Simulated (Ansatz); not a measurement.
Cost and result for the atomization energy of Cl2H3SbSi, SMILES `[SiH3][Sb]([Cl])[Cl]` (7 atoms, 6 bonds).

Total charge 0; spin multiplicity 1. Correlated methods include outer-core shells of Sb, which these sets cover unevenly. Sb takes the def2 core potential. The structure was optimised at the PBE0-D4/def2-TZVP level. Program: Ansatz. Hardware: A = 2 threads of a server CPU on a shared host; B = 2 threads of an AMD EPYC 7R13 on a shared host and a share of an NVIDIA H100 80 GB. Times are those of one run each, without the atoms' runs, and a repeat can differ threefold. Electronic energies, without spin–orbit coupling; frozen cores. CCSD(T)/CBS adds CCSD(T) − MP2 in def2-TZVPP to the MP2 limit, and its time is that of the two runs behind it. T1 = 0.013. With those shells the extrapolation isn't a true limit. B3LYP takes the VWN-RPA correlation (the form of Gaussian; ORCA's B3LYP/G).

CCSD(T)/CBS is a level of theory with its own doubt, some kJ/mol a heavy atom from the limit and from the frozen cores, so smaller differences don't rank the functionals.

```json
{"level": "PBE0-D4/def2-TZVPP [A]", "functions": "218", "wall time": "7.5 s", "atomization (kcal/mol)": "431.1", "difference from CCSD(T)/CBS": "-5.7", "per bond": "-0.9"}
{"level": "BHLYP-D4/def2-TZVPP [A]", "functions": "218", "wall time": "8.5 s", "atomization (kcal/mol)": "423.7", "difference from CCSD(T)/CBS": "-13.1", "per bond": "-2.2"}
{"level": "CCSD(T)/def2-SVP [A]", "functions": "95", "wall time": "11 s", "atomization (kcal/mol)": "380.9", "difference from CCSD(T)/CBS": "-55.9", "per bond": "-9.3"}
{"level": "CCSD(T)/def2-TZVPP [B]", "functions": "218", "wall time": "11 s", "atomization (kcal/mol)": "414.8", "difference from CCSD(T)/CBS": "-22.0", "per bond": "-3.7"}
{"level": "B2PLYP/def2-TZVPP [A]", "functions": "218", "wall time": "12 s", "atomization (kcal/mol)": "423.3", "difference from CCSD(T)/CBS": "-13.5", "per bond": "-2.2"}
{"level": "B3LYP-D4/def2-TZVPP (with forces) [A]", "functions": "218", "wall time": "12 s", "atomization (kcal/mol)": "434.6", "difference from CCSD(T)/CBS": "-2.2", "per bond": "-0.4"}
{"level": "PBE-QIDH/def2-TZVPP [A]", "functions": "218", "wall time": "13 s", "atomization (kcal/mol)": "424.2", "difference from CCSD(T)/CBS": "-12.6", "per bond": "-2.1"}
{"level": "r2SCAN-D4/def2-TZVPP (with forces) [A]", "functions": "218", "wall time": "13 s", "atomization (kcal/mol)": "435.0", "difference from CCSD(T)/CBS": "-1.8", "per bond": "-0.3"}
{"level": "r2SCANh-D4/def2-TZVPP [A]", "functions": "218", "wall time": "14 s", "atomization (kcal/mol)": "431.4", "difference from CCSD(T)/CBS": "-5.4", "per bond": "-0.9"}
{"level": "B97M-V/def2-TZVPP [A]", "functions": "218", "wall time": "18 s", "atomization (kcal/mol)": "444.8", "difference from CCSD(T)/CBS": "8.0", "per bond": "1.3"}
{"level": "CCSD(T)/def2-QZVPP [B]", "functions": "382", "wall time": "19 s", "atomization (kcal/mol)": "428.9", "difference from CCSD(T)/CBS": "-7.9", "per bond": "-1.3"}
{"level": "ωB97X-V/def2-TZVPP [A]", "functions": "218", "wall time": "20 s", "atomization (kcal/mol)": "441.2", "difference from CCSD(T)/CBS": "4.4", "per bond": "0.7"}
{"level": "CCSD(T)/CBS(def2)", "functions": "–", "wall time": "30 s", "atomization (kcal/mol)": "436.8", "difference from CCSD(T)/CBS": "0.0", "per bond": "0.0"}
```

From PBE to PBE0 (25 % exact exchange), in def2-TZVPP and without D4, the atomization energy moves by −7.4 kcal/mol: exact exchange takes away binding that semilocal exchange gives to molecules. Leaving LDA and LC-ωPBE aside and taking each functional with its dispersion term where it has one, the values spread over 21.4 kcal/mol, from B2PLYP to B97M-V. LDA lies +64.5 kcal/mol from PBE without D4, its usual overbinding. At CCSD(T), def2-SVP lies −55.9 kcal/mol from the extrapolated value and def2-TZVPP −22.0 kcal/mol: correlation converges slowly with the basis, and small sets miss more of it in the bonded molecule than in its fragments.
